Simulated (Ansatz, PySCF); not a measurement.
Gas-phase reaction in SMILES: C[Si](Br)(Br)Br [tribromo(methyl)silane] + 3 [SiH4] (SiH4) -> C[SiH3] + 3 [SiH3]Br
Geometries: B3LYP-D3(BJ)/def2-TZVP minima from Ansatz (a first-principles code). Frequencies are from Ansatz or PySCF.
Geometry of the first species:
```xyz
8

Si    -0.4860    -0.0033    -0.0631
C     -2.3213    -0.0159    -0.3014
Br     0.1717     1.9699     0.7219
Br     0.5409    -0.3813    -1.9983
Br     0.1101    -1.5830     1.3832
H     -2.8186     0.1701     0.6513
H     -2.6370    -0.9861    -0.6864
H     -2.6067     0.7610    -1.0116
```

Wanted: bond separation energy (0 K, with B3LYP-D3(BJ) harmonic zero-point energies), in kcal/mol. Valence correlation only, unless marked. Spin-orbit coupling is left out. The frozen core is the preceding noble-gas configuration, with the filled d and f shells of earlier blocks. No relativistic terms. CBS marks a two-point X^-3 extrapolation of the correlation energy; Hartree-Fock from the larger set. [CCSD(T)-MP2]/basis is that difference in the basis named.

| level | program | bond separation energy (kcal/mol) |
|---|---|---|
| HF/6-31G | Ansatz | 1.2 |

Q: Predict the RI-MP2/CBS(def2-TZVPPD,def2-QZVPPD)+[CCSD(T)-MP2]/def2-TZVPPD result (Ansatz).

A: 7.4 kcal/mol, so HF/6-31G differs from it by -6.2 kcal/mol.
